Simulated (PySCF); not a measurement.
# Continuum solvent and chemical shifts

Bonds (- single, = double, # triple, : aromatic): F1-C2 1.377 Å, C2-C3 1.520 Å, C3-O4 1.399 Å, O4-C5 1.405 Å, C5-C6 1.512 Å, C6-O7 1.420 Å, O7-C2 1.375 Å. C2 carries H8; C3 carries H9, H10; C5 carries H11, H12; C6 carries H13, H14. Stereochemistry as in F[C@H]1COCCO1. H9, H11, H13 are cis to F1 on the ring; H10, H12, H14 are trans to F1 on the ring.

GIAO PBE0/pcSseg-1 in PySCF 2.14.0 with density-fitted response routines on one PBE0-D3(BJ)/def2-SVP conformer, non-relativistic, equivalent nuclei averaged. Solvents enter as an IEF-PCM continuum (benzene with ε = 2.3, acetonitrile with ε = 35.7) around the gas-phase geometry. Shifts are referred to CFCl3, TMS computed in the same medium.

Gas phase, δ in ppm: F1 -160.8, C2 105.0, C3 69.8, C5 67.2, C6 61.5, H8 4.99, H13 4.32, H9 3.73, H12 3.64, H11 3.50, H10 3.41, H14 3.21. Dipole moment 1.80 D.

(1) How does each δ change in the continuum?

(2) Which nuclei move most (in ppm), and what does the model miss?

## Answers

(1) 
```
atoms                              environment  Δδ, benzene  Δδ, acetonitrile
   F1                fluorine on an sp3 carbon         -2.7              -5.6
   C2                 sp3 CH bonded to F and O         +0.6              +1.5
   C3                      sp3 CH2 bonded to O         +0.1              +0.5
   C5                      sp3 CH2 bonded to O         +0.3              +0.7
   C6                      sp3 CH2 bonded to O         +0.4              +1.0
   H8  hydrogen on an sp3 CH bonded to F and O        +0.10             +0.23
  H13       hydrogen on an sp3 CH2 bonded to O         0.00             -0.04
   H9       hydrogen on an sp3 CH2 bonded to O        +0.05             +0.10
  H12       hydrogen on an sp3 CH2 bonded to O        +0.09             +0.21
  H11       hydrogen on an sp3 CH2 bonded to O        +0.08             +0.17
  H10       hydrogen on an sp3 CH2 bonded to O        +0.12             +0.29
  H14       hydrogen on an sp3 CH2 bonded to O        +0.12             +0.27
```

Changes are relative to the gas phase. The dipole moment becomes 2.00 D in benzene, 2.28 D in acetonitrile.

(2) F1 (fluorine on an sp3 carbon, -5.6 ppm) in acetonitrile. A continuum only polarises the solute; specific hydrogen bonds, the anisotropy of aromatic solvents and changes of geometry or conformer are outside it.
